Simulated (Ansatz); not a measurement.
Frontier orbitals of `[OH][In-]([OH])([OH])[AsH3+]`.

Cartesian coordinates in Å:
```
O -1.781 -0.836 1.284
In 0.079 -0.162 1.042
O 0.488 1.732 1.513
O 1.575 -1.474 0.932
As -0.135 0.278 -1.787
H -2.338 -0.193 1.729
H 1.409 1.845 1.763
H 1.279 -2.368 1.118
H 1.057 0.772 -2.568
H -1.135 1.271 -2.324
H -0.497 -0.865 -2.703
```

Total charge 0; spin multiplicity 1. Correlated methods include outer-core shells of As, In, which these sets cover unevenly. Scalar relativity is left out up to krypton. In: def2 effective core potential. The structure was optimised at the PBE0-D4/def2-TZVP level. It is one conformer, not always the lowest. Basis def2-TZVPP, Ansatz 0.2.0.

A caution on the coupled-cluster cation, which keeps the state that its UHF reference found: it lies well above the hybrids' cation and may not be the lowest state.

Problem. Compute the vertical ionisation energy as the energy of the cation minus that of the neutral molecule, at each level. (Estimate.)

Solution. Ansatz gave: 
| level | IE (eV) | difference from CCSD(T)/def2-TZVPP |
| --- | --- | --- |
| PBE-D4/def2-TZVPP | 9.12 | -1.26 |
| r2SCAN-D4/def2-TZVPP | 9.35 | -1.03 |
| PBE0-D4/def2-TZVPP | 9.78 | -0.60 |
| B3LYP-D4/def2-TZVPP | 9.75 | -0.63 |
| ωB97X-V/def2-TZVPP | 10.33 | -0.05 |
| B2PLYP/def2-TZVPP | 10.33 | -0.05 |
| HF/def2-TZVPP | 8.85 | -1.53 |
| MP2/def2-TZVPP | 10.73 | 0.35 |
| CCSD/def2-TZVPP | 10.32 | -0.06 |
| CCSD(T)/def2-TZVPP | 10.38 | 0.00 |
| HF/def2-QZVPP | 8.86 | -1.52 |
| MP2/def2-QZVPP | 10.90 | 0.52 |

B3LYP here is the variant with VWN-RPA as its local correlation; programs differ in this.
